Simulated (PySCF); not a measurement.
C₄H₉NSi. Atoms are numbered in the order given.

```xyz
15

C     -0.6955     1.4969     1.4119
C     -0.4329     0.4870     0.5864
Si    -1.2404    -0.6011    -0.7160
N      0.4099    -1.1291    -0.7185
C      0.8902    -0.2568     0.3580
C      2.0627     0.6288    -0.0301
H      0.0722     1.9214     2.0708
H     -1.6907     1.9478     1.4706
H     -1.7715     0.0264    -1.9696
H     -2.2899    -1.5710    -0.2577
H      0.9776    -1.8719    -1.0986
H      1.1597    -0.8293     1.2707
H      2.3430     1.2978     0.7986
H      2.9454     0.0190    -0.2816
H      1.8042     1.2422    -0.9065
```
Charge 0, spin multiplicity 1.

The structure is a stationary point at PBE0-D3(BJ)/def2-SVP. The structure was generated by enumeration; whether it is a known compound was not checked.

All values below come from PBE/pcSseg-1 (PySCF).

GIAO shieldings, no solvent; atoms listed in one row are averaged. δ = σ(ref) − σ: ¹³C against TMS (σ = 182.0 ppm); ²⁹Si against TMS (σ = 335.4 ppm); ¹⁵N against NH3 (σ = 267.0 ppm); ¹H against TMS (σ = 31.49 ppm), references at their B3LYP-D3(BJ)/def2-TZVP geometries, non-relativistic.

Problem. Estimate the chemical shifts. (The exact figures need the calculation; the answer reports its results.)

Solution. 
```json
[
 {"nucleus": "¹³C", "atoms": "C2", "count": "1", "δ (ppm)": "164.4"},
 {"nucleus": "¹³C", "atoms": "C1", "count": "1", "δ (ppm)": "128.3"},
 {"nucleus": "¹³C", "atoms": "C5", "count": "1", "δ (ppm)": "74.5"},
 {"nucleus": "¹³C", "atoms": "C6", "count": "1", "δ (ppm)": "29.6"},
 {"nucleus": "²⁹Si", "atoms": "Si3", "count": "1", "δ (ppm)": "-26.6"},
 {"nucleus": "¹⁵N", "atoms": "N4", "count": "1", "δ (ppm)": "46.0"},
 {"nucleus": "¹H", "atoms": "H9, H10", "count": "2", "δ (ppm)": "6.32"},
 {"nucleus": "¹H", "atoms": "H7", "count": "1", "δ (ppm)": "6.14"},
 {"nucleus": "¹H", "atoms": "H8", "count": "1", "δ (ppm)": "5.97"},
 {"nucleus": "¹H", "atoms": "H12", "count": "1", "δ (ppm)": "5.13"},
 {"nucleus": "¹H", "atoms": "H13, H14, H15", "count": "3", "δ (ppm)": "1.53"},
 {"nucleus": "¹H", "atoms": "H11", "count": "1", "δ (ppm)": "0.55"}
]
```
